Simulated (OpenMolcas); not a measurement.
Ge: effect of the IPEA shift

| Item | Value |
| --- | --- |
| Program | OpenMolcas |
| Basis | ANO-RCC-VTZP [6s5p3d1f] |
| Scalar Hamiltonian | DKH2, point nucleus |
| Active space | 2 electrons in 3 orbitals (4p) |
| State averaging | 2S+1 = 3 even, 3 roots; 2S+1 = 1 even, 6 roots |
| Spin-orbit coupling | state interaction with AMFI integrals over the reference wave functions, term energies averaged over their components |

Methods on the same reference wave functions:
A. CASSCF
B. SS-CASPT2, IPEA 0 Eh, imaginary shift 0.1 Eh (closed shells correlated: 3d 4s)
C. SS-CASPT2, IPEA 0.25 Eh, imaginary shift 0.1 Eh (closed shells correlated: 3d 4s)

Energies in cm-1 above 4s2 4p2 3P0, the measured ground level; measured values from NIST Handbook of Basic Atomic Spectroscopic Data.

```csv
Level,A,B,C,Measured
4s2 4p2 3P0,0.0,0.0,0.0,0.0
4s2 4p2 3P1,475,485,486,557
4s2 4p2 3P2,1261,1269,1267,1410
4s2 4p2 1D2,9520,8930,8520,7125
4s2 4p2 1S0,22241,18900,18660,16367
```

Deviations, from unrounded energies. A percentage is the sum of absolute deviations over the sum of measured energies, with the sign that they share, or ± where signs differ.

```tsv
Against measurement	Levels	A	B	C
mean absolute deviation (cm-1)	4	2100	1100	970
fine structure of the ground term (%)	2	-11.7	-10.8	-10.8
other terms of the ground configuration (%)	2	+35.2	+18.4	+15.7
```

C lies closest to measurement on these levels and A furthest from it. The largest miss of C in the table is 4s2 4p2 1S0, by +2300 cm-1. The ranking rests on the paired levels alone, and a cruder setting can come out closer through cancelling errors.

Between B and C the level of the table that moves most is 4s2 4p2 1D2, by 410 cm-1 (lowest in C, highest in B). Moves below CASPT2's spread within the term are not significant.

From A to B the spin-free energies of the other terms of 4s2 4p2 shown, above 3P, scale by factors of 0.84 to 0.93.

The lowest spin-free term lies below A's lowest term by 0.451 hartree in B, 0.444 hartree in C.

CASPT2 breaks the degeneracy within a term, and the mean is taken; among the terms shown or strongly mixed into the levels shown the widest spread is 91 cm-1 (4s2 4p2 1D, C). With the s shell closed, the reference lacks s² → p² mixing. Without dynamic correlation excited terms often stand tens of per cent too high (terms of higher spin than the ground term too low), and those without a measured partner can miss by more than the paired ones (holds for A). Some terms miss by over 15 % even with CASPT2, which points to a basis or an active space too small for the shells correlated (holds for B; C). Computed and measured levels are paired by configuration, term and J; levels that our copy of the source lacks, or whose pairing is in doubt (as where it misses far off the trend of its configuration), stay unpaired and out of the deviations. Levels of configurations outside the active space are missing.
